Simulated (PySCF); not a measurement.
## Radial density of S²⁺ (sulfur, charge +2)

MN15, [Ne] 3s2 3p2, high-spin 3P determinant. Computed with PySCF 2.14 in Sapporo-DZP-2012, with the spin-free X2C one-electron Hamiltonian (Gaussian nucleus).

| r (bohr) | 4πr²ρ (e/bohr) | 4πr²(ρα − ρβ) |
| --- | --- | --- |
| 0.00182 | 0.1028 | 0.0000 |
| 0.00306 | 0.2839 | 0.0000 |
| 0.00516 | 0.7566 | -0.0001 |
| 0.00867 | 1.903 | -0.0001 |
| 0.0146 | 4.470 | -0.0002 |
| 0.0245 | 9.201 | 0.0001 |
| 0.0413 | 15.40 | 0.0039 |
| 0.0694 | 18.29 | 0.0255 |
| 0.117 | 14.24 | 0.1044 |
| 0.196 | 12.92 | 0.2456 |
| 0.330 | 17.61 | 0.2308 |
| 0.556 | 10.48 | 0.0056 |
| 0.934 | 2.866 | 0.5561 |
| 1.57 | 2.786 | 1.3229 |
| 2.64 | 0.6631 | 0.4153 |
| 4.45 | 0.009137 | 0.0053 |

Densities and radii are taken from the X2C orbitals without a picture-change correction, which distorts them close to the nucleus.
